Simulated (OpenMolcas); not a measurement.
An OpenMolcas run meant for Cs (ANO-RCC-VDZ, DKH2; inactive shells 1s 2s 2p 3s 3p 3d 4s 4p 4d 5s 5p; intended active space 1 electron in 8 orbitals (6s 6p 7s 7p)). One step of its input:

```
&CASPT2
Multistate=1 1
Frozen=14 9
IPEA=0.25
Imaginary=2.0
MaxIter=60
WThr=0.0 0.3 0.05
PrWF=0.5
NoMix
```

The run finished. Its levels beside those of a sound run (SS-CASPT2, IPEA 0.25 Eh, imaginary shift 0.1 Eh (closed shells correlated: 5s 5p)), in cm-1 above each run's lowest level:

```tsv
Level	This run	Usual run
6s 2S 1/2	0.0	0.0
6p 2P* 1/2	9463	9557
6p 2P* 3/2	9772	9866
```

Q: Which setting is unsound, and how much does it matter here?

A: The level shift is far above the usual 0.1 to 0.3 hartree and damps the second-order energy. Against the sound run the excited levels shown move by 94 cm-1 on average and by 94 cm-1 at most.

With one active electron outside closed inactive shells, the extra shells (7p 7s) add no correlation to the reference. ANO sets are built for ground and valence states and can reach diffuse excited orbitals poorly. With one active electron, CASPT2 adds the correlation within the correlated inactive shells and between them and that electron, and leaves the splitting within a term as the reference gives it. Levels of configurations outside the active space are missing.

* marks odd parity.
